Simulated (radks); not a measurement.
The numbers below are computed, except where a source is named.
Q: All-electron atom: Li in [He] 2s1 (the NIST ground configuration). Code: a radial shooting solver on a logarithmic mesh with Libxc functionals. Model: scalar-relativistic Kohn-Sham, LDA (Slater exchange, Perdew-Wang correlation), spin-polarised, spherical densities, finite nucleus; open shells are filled with parallel spins first; Fermi nuclear charge, rms radius 2.444 fm. Some entries of the table are withheld. Estimate them.

| orbital | occ. | eigenvalue (eV) | r(max) (bohr) | <r^2> (bohr^2) |
|---|---|---|---|---|
| 1s up | 1 | -51.0146 | 0.3653 | 0.4776 |
| 1s down | 1 | -50.8044 | 0.3657 | 0.4751 |
| 2s up | 1 | -3.1649 | 3.072 | (1) |
| 2s down | 0 | -2.0128 | 3.231 | (2) |
| 2p up | 0 | (3) | 3.696 | 27.14 |
| 2p down | 0 | (4) | 4.718 | 49.75 |

A: 
(1) 2s up <r^2> (bohr^2): 17.34
(2) 2s down <r^2> (bohr^2): 22.01
(3) 2p up eigenvalue (eV): -1.3384
(4) 2p down eigenvalue (eV): -0.4929
